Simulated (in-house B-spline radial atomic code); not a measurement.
Checks on a self-consistent run for Sm V (Sm4+), [Kr] 4d10 4f3 5s2 5p5 7s1 7d1. Level of theory: Dirac-Hartree-Fock, average of configuration, Fermi nucleus of rms radius 5.0819 fm; calculated with an all-electron radial atomic-structure program (B-spline basis).

```
orbital       q       ε (Eh)     <1/r>         <r²>  small-component weight
  1s1/2       2  -1734.20669   68.8097  0.000704677                 0.05312
  2s1/2       2   -290.19433   16.3707    0.0110342                0.011695
  2p1/2       2   -274.50939   16.3086   0.00807011                0.011695
  2p3/2       4   -252.29811   14.5487   0.00930684                0.010901
  3s1/2       2    -67.90580   5.96859    0.0736243               0.0036883
  3p1/2       2    -61.14116   5.87058    0.0690383               0.0036157
  3p3/2       4    -56.54979   5.43125    0.0760835               0.0034006
  3d3/2       4    -44.97162   5.28952    0.0612975               0.0032598
  3d5/2       6    -43.98899   5.17913    0.0632762               0.0031964
  4s1/2       2    -16.75957   2.48209     0.372291               0.0011516
  4p1/2       2    -14.06864   2.37434     0.394265               0.0010775
  4p3/2       4    -13.03172   2.23641     0.429764               0.0010117
  4d3/2       4     -8.52641   2.02466     0.491174              0.00085676
  4d5/2       6     -8.33602   1.98892     0.505143              0.00083703
  4f5/2  1.2857     -3.37220   1.59098     0.729962              0.00055925
  4f7/2  1.7143     -3.34809   1.57953     0.739727              0.00055305
  5s1/2       2     -4.37194   1.01612      1.90423                0.000281
  5p1/2  1.6667     -3.48527  0.936204      2.22066              0.00024685
  5p3/2  3.3333     -3.29580  0.891096      2.40468              0.00023043
  7s1/2       1     -0.82699  0.274022      25.4096              3.7348e-05
  7d3/2     0.4     -0.53238  0.203643      48.5559              2.4556e-05
  7d5/2     0.6     -0.52931  0.202248      49.1575              2.4308e-05
```

Electron-electron repulsion V_ee = 3652.5812 hartree.

**Question.** What total energy follows from the eigenvalues?

**Answer.** The eigenvalues count the repulsion twice, so E = Σqε - V_ee = -6770.003 - 3652.581 = -10422.585 hartree; the run printed -10422.585.

**Question.** Does the Dirac virial theorem hold?

**Answer.** For a point nucleus E = -2c²Σq·w, with w the small-component weight. Here Σq·w = 0.27748 and c = 137.0360, so the ratio E/(-2c²Σq·w) is 1.000117; the finite nucleus accounts for the departure from 1.

**Question.** What diamagnetic shielding (Lamb formula) and susceptibility (Langevin formula) do the radii give?

**Answer.** σ = (α²/3)Σq<1/r> = 409.293/(3·137.036²) = 7265.1 ppm, and χ = -0.79199×10⁻⁶·Σq<r²> = -80.46×10⁻⁶ cm³/mol with Σq<r²> = 101.6 bohr². Both are non-relativistic formulas without the paramagnetism of open shells; for so heavy an element the full relativistic shielding is larger by tens of per cent.
